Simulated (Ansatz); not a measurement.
`CCCCC(=O)CCCC` + H₂ → `CCCCC(C)=O` + `CCC`  (hydrogenolysis of a C–C bond)

Gas-phase electronic energies from Ansatz, PBE0-D4/def2-TZVP geometries. CBS: MP2 limit from def2 TZ/QZ plus the TZ coupled-cluster correction, frozen cores. This one scheme is used for every species. DFT in def2-TZVPP. B3LYP here is the variant with VWN-RPA as its local correlation; programs differ in this. HSE06 is defined as in plane-wave codes. Each species was taken in one conformer, which may not be the lowest.

Question: Is it downhill or uphill in electronic energy at CCSD(T)/CBS, and by how much? (Best estimate.)

Answer: The calculation gave: Downhill: ΔE = -13.9 kcal/mol.

Question: What do these levels give: r2SCAN-D4, B97M-V, r2SCAN0-D4, CAM-B3LYP-D4, ωB97X-V, B3LYP, HSE06, RPA@PBE/def2-TZVPP, CCSD/def2-SVP, HF/def2-TZVPP, SCS-MP2/def2-TZVPP, HF/CBS(def2)? (Best estimate.)

Answer: The calculation gave: r2SCAN-D4 -14.9, B97M-V -16.3, r2SCAN0-D4 -15.3, CAM-B3LYP-D4 -15.8, ωB97X-V -14.7, B3LYP -18.9, HSE06 -17.1, RPA@PBE/def2-TZVPP -13.6, CCSD/def2-SVP -15.5, HF/def2-TZVPP -20.7, SCS-MP2/def2-TZVPP -14.4, HF/CBS(def2) -20.7 kcal/mol.

Largest T1 diagnostic among the species: 0.012.

In def2-TZVPP, CCSD(T) changes the Hartree–Fock value by +6.6 kcal/mol (the triples alone add +1.3 kcal/mol) and MP2 by +7.7 kcal/mol. The D4 term adds +3.4 kcal/mol with B3LYP and +2.1 kcal/mol with PBE0; it sums over pairs of atoms, weighted by their polarisabilities, and B3LYP, whose exchange is more repulsive, gets the larger term. Leaving LDA and LC-ωPBE aside and taking each functional with its dispersion term where it has one, the values, not all of them listed here, spread over 3.9 kcal/mol, from B2PLYP to revPBE-D4. LDA lies +3.1 kcal/mol from PBE without D4.
